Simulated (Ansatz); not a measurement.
Mulliken charges of `FC([SiH3])I` from PBE/def2-TZVPP in Ansatz (PBE0-D4/def2-TZVP geometry).

```csv
atom,x (Å),y (Å),z (Å),charge (e)
F1,0.175,-0.469,-1.885,-0.152
C2,-0.194,0.336,-0.843,0.021
Si3,0.464,-0.316,0.816,0.166
I4,-2.348,0.437,-0.733,-0.075
H5,0.103,1.360,-1.076,0.134
H6,0.082,0.661,1.863,-0.029
H7,1.944,-0.421,0.728,-0.043
H8,-0.135,-1.645,1.074,-0.023
```

Q: By hand: the dipole of these point charges (1 e Å = 4.8032 D).

A: Σ q r = (0.153, 0.212, 0.205) e Å, of length 0.332 e Å = 1.59 D.

Q: How does the dipole of the full density compare? (Best estimate.)

A: Computed: (0.182, 0.142, 0.182) e Å, 1.41 D; the point charges give 1.13 times that, at 13° from its direction.

Point charges leave out the atoms' own dipoles, such as those of lone pairs, and Mulliken's split depends on the basis, so the close match here is no proof of good charges.
